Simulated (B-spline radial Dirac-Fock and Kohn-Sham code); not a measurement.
Kohn-Sham estimates against Dirac-Fock for the levels of Re⁶²⁺

System: Re⁶²⁺ in the configuration 1s2 2s2 2p6 3s2 3p1.

The density-functional columns are spherical, spin-unpolarised Dirac-Kohn-Sham results without Breit or QED terms: −ε is minus the orbital energy of the initial state and ΔSCF the difference of two total energies. The reference in the last column comes from multi-electron Dirac-Fock with separately optimised hole states, Breit and Lamb-shift corrections added in first order. All numbers are from a radial atomic solver, in eV; a selection of levels is shown. For the 1s level of heavy atoms much of the gap between ΔSCF and the reference is the Breit and QED part, -360.8 eV here; for other levels the error of the functional can be larger.

```csv
level,LDA −ε,LDA ΔSCF,Dirac-Fock
1s,76700.8,77326.5,76972.7
2s,17346.3,17500.9,17535.6
2p1/2,16890.7,17078.9,17019.6
2p3/2,15410.1,15577.3,15552.4
3s,7065.6,7128.6,7108.1
3p,6636.7,6701.5,6692.9
```

Values without a named source are computed, but for edge energies of neutral atoms, which are taken from tables.
